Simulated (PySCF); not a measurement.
C2H7BN2.
Z-matrix (Å and degrees, PBE0-D3(BJ)/def2-SVP geometry), rows numbered from 1:
```
B 
N   1  1.4132
C   2  1.4496  1  111.52
C   3  1.5515  2  104.61  1     0.32
N   1  1.4133  2  107.74  3    -0.10
H   1  1.2063  2  126.13  3   179.90
H   2  1.0073  1  128.69  3  -179.27
H   3  1.1055  2  112.03  1  -119.88
H   3  1.1055  2  112.01  1   120.49
H   4  1.1054  3  110.90  2  -121.36
H   4  1.1055  3  110.87  2   120.51
H   5  1.0073  1  128.67  2  -179.22
```

Computed with TDDFT CAM-B3LYP/def2-SVPD, vertical, gas phase, core orbitals frozen in the response (PySCF 2.14.0, density-fitted response routines).

Kohn–Sham orbitals with the atoms that hold most of them (Löwdin shares over 4%, at most four atoms; ? is withheld):

```csv
orbital,ε (eV),atoms
HOMO-3,-11.66,"C3 29%, C4 29%, N5 9%, N2 9%"
HOMO-2,-11.00,"B1 36%, H6 31%, N5 7%, N2 7%"
HOMO-1,-9.75,"N2 26%, N5 26%, B1 16%, C3 8%"
HOMO,-7.37,?
LUMO,?,?
LUMO+1,2.04,"B1 20%, C4 15%, C3 15%, H9 9%"
LUMO+2,2.12,"H7 14%, H12 14%, C3 11%, C4 11%"
```

**Question.** Give the leading atoms of the HOMO.

**Answer.** N5 (bonded to B, C and H) 32%; N2 (bonded to B, C and H) 32%; C4 (bonded to C, N and 2 H) 6%; C3 (bonded to C, N and 2 H) 6%. By element: nitrogen 65%, carbon 12%.

**Question.** Give the leading atoms of the LUMO.

**Answer.** B1 (bonded to 2 N and H) 46%; C4 (bonded to C, N and 2 H) 8%; C3 (bonded to C, N and 2 H) 8%; H7 (bonded to N) 6%. By element: boron 46%, carbon 17%, hydrogen 6% or more.

**Question.** What is the LUMO energy, and the HOMO–LUMO gap?

**Answer.** ε(LUMO) = 1.21 eV; the gap is 8.58 eV (0.3155 hartree).

**Question.** The HOMO–LUMO gap is 8.58 eV. Where does the response calculation put the lowest singlet, and from which orbitals?

**Answer.** S1 is at 5.55 eV (f = 0.0000), 3.04 eV below the gap, made of HOMO→LUMO (94%). 

**Question.** One configuration dominates each of S1 and S4. Which, and how do the shares of the two leading atoms of either orbital change from the occupied to the empty one?

**Answer.** 
- S1 (5.55 eV, f 0.0000), HOMO→LUMO (94%): N5 32% → at most 7%, N2 32% → at most 7%, B1 at most 6% → 46%, C4 6% → 8%
- S4 (6.66 eV, f 0.0000), HOMO→LUMO+1 (90%): N5 32% → at most 10%, N2 32% → at most 10%, B1 at most 6% → 20%, C4 6% → 15%

The run took 59 s of wall time on one thread, x86-64 server, on a shared host.
